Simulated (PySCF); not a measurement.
C₂H₆BFN₂, SMILES C=C(F)B(N)N.

Geometry: PBE-D3(BJ)/def2-SVP. The geometry has at least one imaginary mode, so it is a saddle point at that level. This is a generated structure with no PubChem entry under its InChIKey; it may be hypothetical. One conformer was computed; it need not be the lowest.

All values below come from TDA-LC-ωPBE/def2-SVPD in PySCF 2.14.0.

Vertical excitations. The molecule is in vacuum.

Computed excitation energies, oscillator strengths and character:
```tsv
state	energy (eV)	λ (nm)	f	main pairs
S1	6.84	181	0.000	HOMO→LUMO 61 %, HOMO−1→LUMO 25 %
S2	6.92	179	0.123	HOMO→LUMO+1 94 %
S3	7.22	172	0.567	HOMO−1→LUMO+1 94 %
S4	7.45	166	0.000	HOMO−1→LUMO 44 %, HOMO→LUMO 17 %, HOMO→LUMO+2 17 %, HOMO−1→LUMO+3 7 %
S5	7.56	164	0.000	HOMO−2→LUMO+1 94 %
S6	8.04	154	0.116	HOMO→LUMO+3 39 %, HOMO−1→LUMO+2 20 %, HOMO−3→LUMO 15 %
S7	8.38	148	0.002	HOMO→LUMO+2 36 %, HOMO−1→LUMO+3 19 %, HOMO−1→LUMO+4 13 %
S8	8.47	146	0.005	HOMO−1→LUMO+2 31 %, HOMO→LUMO+4 18 %, HOMO→LUMO+3 14 %, HOMO−1→LUMO+7 7 %
S9	8.89	139	0.002	HOMO−1→LUMO+3 33 %, HOMO→LUMO+2 17 %, HOMO−1→LUMO 14 %, HOMO→LUMO 9 %
S10	9.02	138	0.001	HOMO→LUMO+5 34 %, HOMO→LUMO+3 14 %, HOMO−1→LUMO+4 10 %, HOMO−1→LUMO+3 9 %
T1	3.73	333	0	HOMO−1→LUMO+1 47 %, HOMO→LUMO+1 42 %
T2	5.96	208	0	HOMO→LUMO+1 45 %, HOMO−1→LUMO+1 41 %
T3	6.54	189	0	HOMO→LUMO 55 %, HOMO−1→LUMO 25 %
T4	6.78	183	0	HOMO−2→LUMO+1 94 %
```
Triplets are in the Tamm–Dancoff approximation.
